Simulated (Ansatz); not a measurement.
A nudged elastic band was laid between two geometries of a periodic cell of 19 atoms, MgC$_{18}$ (surface graphene monolayer, adsorbate Mg).

Computed with Ansatz, DFT PBE, scalar-relativistic, plane waves, PAW. Settings: cutoff 420 eV, k mesh 2x2x1, gaussian smearing 0.05 eV, no spin polarisation.

```
movable images  : 3
climbing image  : yes
spring          : 5.0 eV/Å²
optimiser       : fire
start path      : default
force threshold : 0.05 eV/Å
iteration limit : 50
end points      : relaxed
largest step    : 0.5 Å
```

Image 0:

```xyz
19
Lattice="7.3980 0.0000 0.0000 -3.6990 6.4069 0.0000 0.0000 0.0000 11.0000" Properties=species:S:1:pos:R:3
C -0.017 0.012 0.894
C 1.224 0.714 0.894
C -1.250 2.147 0.893
C -0.009 2.850 0.894
C -2.483 4.283 0.893
C -1.242 4.985 0.893
C 2.449 0.012 0.893
C 3.690 0.714 0.893
C 1.216 2.147 0.893
C 2.457 2.850 0.893
C -0.017 4.283 0.893
C 1.224 4.985 0.893
C 4.915 0.012 0.893
C 6.156 0.714 0.893
C 3.682 2.147 0.893
C 4.923 2.850 0.893
C 2.449 4.283 0.894
C 3.690 4.985 0.893
Mg 4.330 1.606 5.070
```

Image 4:

```xyz
19
Lattice="7.3980 0.0000 0.0000 -3.6990 6.4069 0.0000 0.0000 0.0000 11.0000" Properties=species:S:1:pos:R:3
C -0.017 0.012 0.893
C 1.224 0.714 0.893
C -1.250 2.147 0.894
C -0.009 2.849 0.894
C -2.483 4.283 0.893
C -1.242 4.985 0.894
C 2.449 0.012 0.893
C 3.690 0.714 0.893
C 1.216 2.147 0.893
C 2.457 2.850 0.893
C -0.017 4.283 0.893
C 1.224 4.985 0.893
C 4.915 0.012 0.894
C 6.156 0.714 0.893
C 3.682 2.147 0.893
C 4.923 2.849 0.893
C 2.449 4.283 0.893
C 3.690 4.985 0.893
Mg 3.097 3.742 5.070
```

What changes between the two ends?

The atom that moves furthest is Mg19, by 2.47 Å.

What energy profile does the band end with?

The forces met the threshold. The highest image is number 1 of 0 to 4, 0.000 eV above the ends, which have the same energy within 2 meV. The top lies less than 8 meV above the higher end, about what the thresholds resolve: that end is a shoulder or a very shallow well. The order of the stationary point at the top wasn't checked. Limits of this set-up: slab without dipole correction.

| image | path coordinate (Å) | energy (eV) |
| --- | --- | --- |
| 0 | 0.00 | 0.000 |
| 1 | 0.60 | 0.000 |
| 2 | 1.20 | 0.000 |
| 3 | 1.80 | 0.000 |
| 4 | 2.40 | 0.000 |

What is the geometry of the highest image?


```xyz
19
Lattice="7.3980 0.0000 0.0000 -3.6990 6.4069 0.0000 0.0000 0.0000 11.0000" Properties=species:S:1:pos:R:3
C -0.017 0.012 0.894
C 1.224 0.714 0.893
C -1.250 2.147 0.894
C -0.009 2.849 0.894
C -2.483 4.283 0.893
C -1.242 4.985 0.894
C 2.449 0.012 0.893
C 3.690 0.714 0.893
C 1.216 2.147 0.893
C 2.457 2.850 0.893
C -0.017 4.283 0.893
C 1.224 4.985 0.893
C 4.915 0.012 0.893
C 6.156 0.714 0.893
C 3.682 2.147 0.893
C 4.923 2.849 0.893
C 2.449 4.283 0.893
C 3.690 4.985 0.893
Mg 4.022 2.140 5.070
```

The run took 52 s on 1 thread of Arm Neoverse V1, with other jobs on the host, peak memory 0.79 GiB.
